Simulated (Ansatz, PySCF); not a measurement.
Os(OH)3 (H3O3Os), SMILES [OH][Os]([OH])[OH] (connectivity only; charge and spin as stated), neutral, multiplicity 4. Atoms are numbered in the order given.

```xyz
7

Os     0.1676    -0.2602     0.1896
O     -0.9759    -1.7478     0.0455
H     -1.7238    -1.8750     0.6441
O      0.0089     1.4582    -0.5426
H      0.7731     2.0229    -0.3433
O      1.8148     0.3426     0.9197
H      2.1066    -0.0936     1.7296
```
Charge 0, spin multiplicity 4.

The structure is a stationary point at PBE0-D3(BJ)/def2-SVP. The spin state was assumed, not searched. The def2 effective core potentials stand for the cores of Os; spin–orbit coupling is left out. The values are those of a single conformer.

Two levels are set side by side: PBE-D3(BJ)/def2-SVP (Ansatz, a quantum-chemistry and plane-wave program) and PBE0-D3(BJ)/def2-SVP (Ansatz). Each level has its own optimised geometry; the coordinates shown are those of the second. Frequencies come from the Hessian of PySCF at each geometry. Differences are taken from unrounded values.

| quantity | PBE0-D3(BJ) |
|---|---|
| mean bond length (Å) | 1.426 |
| bond Os1–O2 (Å) | 1.882 |
| bond Os1–O4 (Å) | 1.875 |
| bond Os1–O6 (Å) | 1.900 |
| bond O2–H3 (Å) | 0.966 |
| bond O4–H5 (Å) | 0.971 |
| bond O6–H7 (Å) | 0.965 |
| highest harmonic wavenumber (cm⁻¹) | 3880 |
| mean harmonic wavenumber (cm⁻¹) | 1163 |
| zero-point energy (kcal/mol) | 24.93 |

What does PBE-D3(BJ) give, and how far is it from PBE0-D3(BJ)? (The exact figures need the calculation; the answer reports its results.)


| quantity | PBE-D3(BJ) | PBE-D3(BJ) minus PBE0-D3(BJ) |
|---|---|---|
| mean bond length (Å) | 1.441 | 0.014 |
| bond Os1–O2 (Å) | 1.891 | 0.009 |
| bond Os1–O4 (Å) | 1.894 | 0.019 |
| bond Os1–O6 (Å) | 1.918 | 0.018 |
| bond O2–H3 (Å) | 0.980 | 0.014 |
| bond O4–H5 (Å) | 0.985 | 0.014 |
| bond O6–H7 (Å) | 0.977 | 0.012 |
| highest harmonic wavenumber (cm⁻¹) | 3700 | -181 |
| mean harmonic wavenumber (cm⁻¹) | 1113 | -49 |
| zero-point energy (kcal/mol) | 23.87 | -1.06 |

GGA bonds tend to be longer and softer than those of functionals with exact exchange. Differences between two approximate levels are no errors against the true value.
